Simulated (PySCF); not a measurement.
# BrTcN: from structure and modes to constants

Level of theory: UB3LYP/[Tc def2-SVP with ECP28, N def2-SVP, Br def2-SVP], scalar-relativistic core potentials, density fitting, no spin–orbit coupling, PySCF.

The doublet minimum has Cs symmetry. Masses (u): Tc 98.90722, N 14.00307, Br 78.91834.

```xyz
3
charge 0 multiplicity 2, angstrom
Tc    0.0000   -0.9506    0.0000
N     1.3795   -1.7316    0.0000
Br   -0.2448    1.4987    0.0000
```

Harmonic wavenumbers (cm⁻¹): 117.8 (a', ×1), 270.6 (a', ×1), 1211.6 (a', ×1).

Q: Find the principal moments of inertia and the rotational constants. What kind of rotor is it?

A: About the centre of mass I = 17.979, 322.02, 340 u Å². With B = 16.8576/I this gives 0.9376, 0.05235, 0.04958 cm⁻¹. The molecule is an asymmetric top with κ = -0.99.

Q: What is the harmonic zero-point energy?

A: Half the sum of all 3 wavenumbers, 1600/2 = 800 cm⁻¹, which is 9.6 kJ/mol (1 cm⁻¹ = 0.0119627 kJ/mol).

Q: Find the vibrational entropy and heat capacity at 298.15 K.

A: With u = 1.43878 ω/T, each mode gives S = R[u/(eᵘ−1) − ln(1−e⁻ᵘ)] and C = R u² eᵘ/(eᵘ−1)².
```json
{"ω (cm⁻¹)": "117.8", "u": "0.569", "S (J/(mol K))": "13.12", "C (J/(mol K))": "8.09"}
{"ω (cm⁻¹)": "270.6", "u": "1.306", "S (J/(mol K))": "6.66", "C (J/(mol K))": "7.23"}
{"ω (cm⁻¹)": "1211.6", "u": "5.847", "S (J/(mol K))": "0.16", "C (J/(mol K))": "0.83"}
```
The sums over all modes are S = 19.9 and C = 16.1 J/(mol K); the softest mode gives 66 % of the entropy.

Q: Give the standard entropy (298.15 K, 1 bar) by its translational, rotational, vibrational and spin parts, and Cp.

A: Sackur–Tetrode with M = 191.83 u gives 174.4; rotation with symmetry number 1 gives 108.8; vibration 19.9; spin R ln 2 = 5.8. The total is 308.9 J/(mol K), and Cp = 4 R + 16.1 = 49.4 J/(mol K).

This need not be the most stable arrangement of these atoms. With open d or f shells other occupations or spin states may lie lower.
